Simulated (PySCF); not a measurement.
# Working out the ionisation energy of Cr

Cr [Ar] 3d5 4s1 (7S) → Cr⁺ [Ar] 3d5 (6S). Computed with PySCF 2.14 in aug-cc-pVTZ (8s7p5d3f2g, 93 functions), with the non-relativistic Hamiltonian (point nucleus). Frozen: [Ar]. Energies in hartree (1 hartree = 27.21139 eV):

| part | Cr (lower) | Cr⁺ (upper) |
| --- | --- | --- |
| UHF | -1043.355927 | -1043.138989 |
| CCSD correlation | -0.101613 | -0.082297 |
| (T) | -0.003215 | -0.001686 |

Question: What does Hartree-Fock give?

Answer: (-1043.138989) − (-1043.355927) = 0.216938 hartree = 5.903 eV.

Question: What do CCSD and CCSD(T) give?

Answer: The CCSD correlation energies differ by 0.019316 hartree = 0.526 eV and the triples by 0.001529 hartree = 0.042 eV, so CCSD gives 6.429 eV and CCSD(T) 6.471 eV.

Measured between the centres of the two terms (NIST): 6.767 eV, so CCSD(T) (valence) is off by -0.296 eV.

The calculation is non-relativistic.

What remains against the reference includes basis incompleteness, the frozen core and higher excitations.
